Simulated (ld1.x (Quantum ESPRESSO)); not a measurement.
**What one change does to a pseudopotential (silicon (Si), TM)**

* Element: silicon (Si)
* Generator: ld1.x (Quantum ESPRESSO) 7.5
* Type: norm-conserving Troullier–Martins (Kleinman–Bylander form)
* Functional: LDA (PZ)
* Relativity: fully relativistic
* Frozen core: [Ne]
* Valence charge: 4
* Reference configuration: 3s1.5 3p2.5
* Partial waves: 3p (bound): rc 1.55 bohr; 3s (bound): rc 1.40 bohr
* Local potential: the s channel
* Core correction: a·sin(br)/r model core inside 1.30 bohr

Open shells are filled in proportion to 2j + 1 (rel_dist='average').

Change: wave 3s (bound): rc 1.40 bohr becomes 3s (bound): rc 1.90 bohr.

Cutoffs: the cutoffs (Ry, on a coarse ladder) from which the occupation-weighted sum of valence levels, in a spherical-Bessel basis at the reference potential, stays within 10 and 1 mRy of its value at 400 Ry; they do not see the model core or the augmentation charge, which bear on the density cutoff. Errors are all-electron minus pseudo energies relative to the spin-unpolarised reference configuration.

**Question.** Predict the effect on cutoff, ghosts and configuration errors.

**Answer.** The potential gets softer (35 Ry and 70 Ry → 30 Ry and 45 Ry); the errors of the 7 common tests hardly move; neither file shows a bound ghost. A larger radius leaves more room for a smooth pseudo-wave, so fewer plane waves are needed.

```tsv
quantity	base	changed
cutoff, loose	35 Ry	30 Ry
cutoff, tight	70 Ry	45 Ry
loose cutoff by channel (10 mRy a level)	p 6 Ry, s 25 Ry	p 6 Ry, s 12 Ry
bound ghosts	none	none
error for 3s2 3p2, meV [ΔE -3.38 eV]	+0.2	+0.2
error for 3s2 3p1, meV [ΔE 4.45 eV]	+2.2	+2.2
error for 3s2 3p0, meV [ΔE 20.56 eV]	+18	+18
error for 3s2 3p1.5, meV [ΔE -0.42 eV]	+0.1	+0.2
error for 3s1 3p0, meV [ΔE 54.71 eV]	+67	+65
error for 3s2 3p2.3, meV [ΔE -4.34 eV]	+0.7	+0.7
error for 3s0 3p4, meV [ΔE 10.40 eV]	+1.7	+1.5
```
